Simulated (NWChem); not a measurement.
System: ZnBrF; SMILES [F][Zn][Br]

NWChem input:

```
start job
memory heap 200 mb stack 900 mb global 1100 mb
geometry units angstroms noautosym nocenter noautoz
  Zn    -0.215310     0.714772     0.000000
  F     -0.548608     2.421489     0.000000
  Br     0.210136    -1.463820     0.000000
end
basis spherical
  Zn library 6-31g*
  F library 6-31g*
  Br library 6-31g*
end
dft
  xc hfexch
  iterations 150
end
property
  efieldgrad
end
task dft property
```

The geometry was optimised at PBE0/def2-SVP.

Vzz is the largest principal value of the second derivative of the potential at the nucleus (NWChem prints the opposite sign); η is the asymmetry. Non-relativistic.

Atoms are numbered as in the input.

What results follow from this input? (Hartree-Fock/6-31G* (spherical d).) Quantities: Vzz Zn1 (a.u.); η Zn1; Vzz Br3 (a.u.); η Br3.

The vzz Zn1 (a.u.) is -1.655 and the η Zn1 is 0.00. The vzz Br3 (a.u.) is 2.744 and the η Br3 is 0.00.
